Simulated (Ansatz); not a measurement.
Born–Oppenheimer molecular dynamics of Cl2H4OSi2 (9 atoms, charge 0, multiplicity 1). It starts at the highest image of a converged band. Of that band: Neighbouring images differ by up to 1.4 eV, so the band resolves the path poorly. A vibrational analysis at the climbing image gives one clearly imaginary mode, 1165i cm⁻¹: a first-order saddle point.

The calculation used Ansatz, RKS r2SCAN-D4/6-31G*.

- ensemble: NVE (velocity Verlet)
- time step: 0.5 fs
- steps asked: 200
- starting velocities drawn for: 100 K
- seed: 10717

First frame:

```xyz
9
Properties=species:S:1:pos:R:3
Si -0.653 -1.111 -0.305
Si 0.641 1.068 0.277
O 0.122 -1.567 -1.590
H 0.606 -0.286 -0.887
Cl -2.537 -0.318 -0.405
Cl -0.496 -2.141 1.455
H 0.304 2.186 -0.637
H 2.101 0.964 0.527
H -0.088 1.205 1.565
```

Task: How far do the bonds stretch over the last three quarters of this one trajectory? (Pairs bonded in most of those frames.)

Result: 
```tsv
bond	mean (Å)	spread (Å)	shortest	longest
Si1–Si2	2.384	0.161	2.13	2.60
Si1–O3	1.668	0.132	1.45	1.88
Si1–Cl5	2.106	0.101	1.94	2.26
Si1–Cl6	2.089	0.083	1.95	2.22
Si2–H7	1.492	0.008	1.48	1.51
Si2–H8	1.496	0.029	1.45	1.54
Si2–H9	1.491	0.010	1.47	1.51
O3–H4	1.026	0.125	0.82	1.22
```

Mean temperature of the second half: 1634 K. The conserved energy stayed within 2.3 meV per atom of its start (net change -1 meV per atom), so there is no drift, though single steps change it by up to 22 meV in the whole system, a sign of fast motions only just resolved. The system heated up, since it started high on the potential surface and ran downhill. A run of 0.1 ps of so small a system gives no equilibrium averages. The orbitals stay closed-shell, which can raise the energy where a bond breaks towards radicals; this wasn't checked here.

Time of the run: 16 min on 2 threads of Arm Neoverse V1 (shared host), peak memory 0.18 GiB.
